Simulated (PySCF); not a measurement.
AlH₂O₂, charge +1.

```xyz
5

Al     0.0000     0.0000     0.0095
O     -0.0611     1.6011    -0.0159
H      0.3157     2.4785     0.0655
O      0.0611    -1.6011    -0.0159
H     -0.3157    -2.4785     0.0655
```
Charge +1, spin multiplicity 1.

Geometry: B3LYP-D3(BJ)/def2-TZVP. The multiplicity is an assumed one; other spin states were not compared. The isomer is the one that the SMILES or the coordinates give; other isomers of the formula were not compared. The values are those of a single conformer.

Computed with B3LYP/pcSseg-2 run with PySCF. Non-relativistic, no solvent.

Computed absolute GIAO shielding of each atom: isotropic value and principal components (ppm):
| atom | σ(iso) | σ11 | σ22 | σ33 | span |
|---|---|---|---|---|---|
| Al1 | 512.8 | 371.5 | 375.5 | 791.4 | 419.9 |
| O2 | 350.3 | 321.6 | 323.2 | 406.1 | 84.5 |
| H3 | 27.1 | 18.5 | 18.8 | 44.1 | 25.7 |
| O4 | 350.3 | 321.6 | 323.2 | 406.1 | 84.5 |
| H5 | 27.1 | 18.5 | 18.8 | 44.1 | 25.7 |
